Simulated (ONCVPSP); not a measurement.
Building the ONCV potential for oxygen (PBE, scalar-relativistic).

```
Element                 : oxygen (O)
Generator               : ONCVPSP 4.0.1
Type                    : optimised norm-conserving Vanderbilt (ONCV)
Functional              : PBE
Relativity              : scalar-relativistic
Frozen core             : [He]
Valence charge          : 6
Reference configuration : 2s2 2p3 (charge +1)
Partial waves           : 2s: rc 0.70 bohr, ncon 4, nbas 7, qcut 8.8 1/bohr, 1 projector; 2p: rc 1.75 bohr, ncon 4, nbas 8, qcut 6.6 1/bohr, 2 projectors, debl 0.7 Ha
Local potential         : polynomial inside 0.45 bohr (lpopt 1, dvloc0 0 Ha)
Core correction         : Teter function, fcfact 3.75, rcfact 1.4
```

In the p channel the program set the typed energies aside and used -0.899, 0.250 Ha.

All-electron outer shells of the reference configuration (PBE, scalar-relativistic, ld1.x):

```
shell  level (eV)  outermost node (bohr)  outermost maximum (bohr)
   1s     -533.57                      –                      0.13
   2s      -39.66                   0.28                      0.86
   2p      -24.45                      –                      0.79
```

What the tests gave:

```
Cutoffs needed             : 43 Ha and 102 Ha (the cutoffs (Ha) at which the residual kinetic energy of the hardest occupied pseudo-wave falls to 1 and 0.1 mHa per electron)
Ghost test                 : no bound ghost flagged; no localised positive-energy state flagged
Largest excitation error   : +4544 meV (all-electron minus pseudo) for 2s2 2p0, out of 4 test configurations
rms error of d²Exc/dni dnj : 1.81 mHa without and 1.87 mHa with the model core
```

Generation and tests took about 1.7 s on one core of a shared server CPU.
